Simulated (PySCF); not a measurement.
Molecule: sum formula H$_{4}$BN$_{2}$O, net charge -1, singlet state. It need not be the lowest isomer of its formula. Whether it binds its extra electron was not tested at this geometry. SMILES: [NH-]B(N)O
Coordinates optimised at B3LYP-D3(BJ)/def2-TZVP (Ansatz):
```xyz
8

N      1.3840    -0.4113     0.3747
B      0.1100    -0.0367     0.0144
N     -1.1546    -0.8330    -0.0122
O     -0.1462     1.3055    -0.4495
H      1.4600    -1.3793     0.6813
H     -1.9969    -0.2818     0.0935
H     -1.1735    -1.6060     0.6364
H      0.7243     1.7166    -0.4250
```
Charge -1, spin multiplicity 1.

Dispersion corrections to the total energy (kcal/mol) from the dftd3 and dftd4 libraries through PySCF: D3(BJ) without and D4 with the three-body term, each with the damping fitted for the functional named.

```
functional  D3(BJ)      D4
----------  ------  ------
TPSSh        -2.99     ___
B2PLYP       -2.02   -2.10
CAM-B3LYP    -1.91     ___
TPSS         -3.31     ___
B2GP-PLYP    -1.45   -1.23
BP86         -3.98   -3.87
revPBE       -7.08  -10.99
```

**Question.** Complete the blanks.

**Answer.** 
- TPSSh, D4: -3.72
- CAM-B3LYP, D4: -2.47
- TPSS, D4: -4.11
